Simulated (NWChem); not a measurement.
C2H6ClFSi; SMILES CC[Si@@H](F)Cl

```xyz
11

C     -0.9628     1.9806     0.6514
C     -0.2801     1.5001    -0.6273
Si     0.5667    -0.1479    -0.4843
F      1.7055    -0.0685     0.6692
Cl    -0.7863    -1.5906     0.1011
H     -1.7324     1.2675     0.9837
H     -1.4509     2.9556     0.5028
H     -0.2390     2.0915     1.4731
H      0.4861     2.2223    -0.9631
H     -1.0038     1.4218    -1.4582
H      1.2254    -0.6034    -1.7335
```
Atoms are numbered in this order, from 1.

Level: PBE0/def2-SVP (NWChem), optimised geometry, unscaled harmonic frequencies. 

**Question.** List the harmonic frequencies with IR intensities, and the thermochemistry.

**Answer.** 
```json
[
 {"frequency (cm⁻¹)": "65", "IR intensity (km/mol)": "0.1"},
 {"frequency (cm⁻¹)": "141", "IR intensity (km/mol)": "3.9"},
 {"frequency (cm⁻¹)": "164", "IR intensity (km/mol)": "0.6"},
 {"frequency (cm⁻¹)": "244", "IR intensity (km/mol)": "7.0"},
 {"frequency (cm⁻¹)": "265", "IR intensity (km/mol)": "1.3"},
 {"frequency (cm⁻¹)": "410", "IR intensity (km/mol)": "27.0"},
 {"frequency (cm⁻¹)": "540", "IR intensity (km/mol)": "60.5"},
 {"frequency (cm⁻¹)": "657", "IR intensity (km/mol)": "11.3"},
 {"frequency (cm⁻¹)": "681", "IR intensity (km/mol)": "5.8"},
 {"frequency (cm⁻¹)": "821", "IR intensity (km/mol)": "212.9"},
 {"frequency (cm⁻¹)": "829", "IR intensity (km/mol)": "43.9"},
 {"frequency (cm⁻¹)": "910", "IR intensity (km/mol)": "150.9"},
 {"frequency (cm⁻¹)": "977", "IR intensity (km/mol)": "40.4"},
 {"frequency (cm⁻¹)": "986", "IR intensity (km/mol)": "24.1"},
 {"frequency (cm⁻¹)": "1066", "IR intensity (km/mol)": "14.8"},
 {"frequency (cm⁻¹)": "1245", "IR intensity (km/mol)": "4.0"},
 {"frequency (cm⁻¹)": "1269", "IR intensity (km/mol)": "5.6"},
 {"frequency (cm⁻¹)": "1393", "IR intensity (km/mol)": "2.3"},
 {"frequency (cm⁻¹)": "1420", "IR intensity (km/mol)": "7.0"},
 {"frequency (cm⁻¹)": "1475", "IR intensity (km/mol)": "8.3"},
 {"frequency (cm⁻¹)": "1478", "IR intensity (km/mol)": "8.1"},
 {"frequency (cm⁻¹)": "2287", "IR intensity (km/mol)": "127.1"},
 {"frequency (cm⁻¹)": "3053", "IR intensity (km/mol)": "8.1"},
 {"frequency (cm⁻¹)": "3061", "IR intensity (km/mol)": "21.2"},
 {"frequency (cm⁻¹)": "3108", "IR intensity (km/mol)": "2.5"},
 {"frequency (cm⁻¹)": "3155", "IR intensity (km/mol)": "11.7"},
 {"frequency (cm⁻¹)": "3159", "IR intensity (km/mol)": "10.2"}
]
```

* **zero-point energy**: 49.8 kcal/mol
* **thermal correction to the enthalpy at 298.15 K (with zero-point energy)**: 54.8 kcal/mol
* **heat capacity Cv**: 23.1 cal/(mol K)
* **entropy at 298.15 K and 1 atm (symmetry number 1)**: 83.6 cal/(mol K)
* **dipole moment**: 2.23 D

Rigid rotor and harmonic oscillator; modes under 100 cm⁻¹ make the entropy uncertain.
